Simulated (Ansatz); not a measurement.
Cost and result for the atomization energy of C2H8SiTe, SMILES `CC[SiH2][TeH]` (12 atoms, 11 bonds).

```xyz
12

C    -0.121   -1.582    0.258
C     0.779   -0.353    0.286
Si   -0.144    1.276    0.364
Te   -1.674    1.621   -1.585
H    -0.784   -1.565   -0.611
H     0.464   -2.504    0.214
H    -0.752   -1.635    1.149
H     1.446   -0.380    1.157
H     1.430   -0.330   -0.594
H    -1.061    1.312    1.536
H     0.810    2.412    0.456
H    -0.392    1.727   -2.632
```

The species carries charge 0 and has multiplicity 1. Correlated methods include outer-core shells of Te, which these sets cover unevenly. Te takes the def2 core potential. All single points use the PBE0-D4/def2-TZVP geometry. It is one conformer, not always the lowest. Program: Ansatz. All runs use 4 threads of an Intel Xeon Platinum 8559C on a shared host. Times are those of one run each, without the atoms' runs, and a repeat can differ threefold. Electronic energies, without spin–orbit coupling; frozen cores. CCSD(T)/CBS adds CCSD(T) − MP2 in def2-TZVPP to the MP2 limit, and its time is that of the two runs behind it. T1 = 0.010. With those shells the extrapolation isn't a true limit. B3LYP takes the VWN-RPA correlation (the form of Gaussian; ORCA's B3LYP/G).

CCSD(T)/CBS is a level of theory with its own doubt, some kJ/mol a heavy atom from the limit and from the frozen cores, so smaller differences don't rank the functionals.

```csv
level,functions,wall time,atomization (kcal/mol),difference from CCSD(T)/CBS,per bond
PBE-D4/def2-TZVPP (with forces),266,1.6 s,972.8,3.3,0.3
PBE0-D4/def2-TZVPP,266,1.9 s,965.5,-4.0,-0.4
r2SCAN-D4/def2-TZVPP (with forces),266,2.6 s,965.6,-3.9,-0.4
B3LYP-D4/def2-TZVPP (with forces),266,3.1 s,965.8,-3.7,-0.3
B2PLYP/def2-TZVPP,266,3.8 s,952.9,-16.6,-1.5
ωB97X-V/def2-TZVPP,266,4.7 s,969.2,-0.3,0.0
ωB97M-V/def2-TZVPP (with forces),266,6.5 s,965.0,-4.5,-0.4
MP2/def2-QZVPP,506,16 s,960.2,-9.3,-0.8
CCSD(T)/def2-TZVPP,266,100 s,944.3,-25.2,-2.3
CCSD(T)/CBS(def2),–,120 s,969.5,0.0,0.0
```

From PBE to PBE0 (25 % exact exchange), in def2-TZVPP and without D4, the atomization energy moves by −6.4 kcal/mol: exact exchange takes away binding that semilocal exchange gives to molecules. The D4 term adds +10.7 kcal/mol with B3LYP and +5.7 kcal/mol with PBE0; it sums over pairs of atoms, weighted by their polarisabilities, and B3LYP, whose exchange is more repulsive, gets the larger term. In def2-TZVPP, CCSD(T) changes the Hartree–Fock value by +221.0 kcal/mol (the triples alone add +11.3 kcal/mol) and MP2 by +222.1 kcal/mol; breaking electron pairs costs correlation energy, which Hartree–Fock lacks.

Spin–orbit coupling would lower the free Te atoms strongly, and the atomization energy with them, by more than many differences here.
